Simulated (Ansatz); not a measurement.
Basis-set extrapolation for CH6AlNSSi (PBE0-D4/def2-TZVP geometry, frozen core, the Gaussian-basis code of Ansatz). Multiplicity 1, RHF reference.

```tsv
	def2-TZVPP	def2-QZVPP
HF	-1024.305083	-1024.337406
MP2 correlation	-0.744332	-0.799961
CCSD(T) correlation	-0.835689	not run
```

Energies in hartree. Use E(X) = E(∞) + A·exp(−7.88·√X) for Hartree–Fock and E(X) = E(∞) + B·X^(−2.97) for correlation, with X = 3 and 4, and add CCSD(T) minus MP2 of the smaller set to the MP2 limit.

Task: What is the CCSD(T) energy at the basis-set limit?

Result: HF limit: -1024.337406 + (-0.032323) × 0.13774 = -1024.34186. MP2 limit: -0.799961 + (-0.055629) × 0.74074 = -0.84117. Higher-order term: -0.835689 − (-0.744332) = -0.09136. Total: -1025.27439 hartree, 83.8 kcal/mol below CCSD(T)/def2-TZVPP.
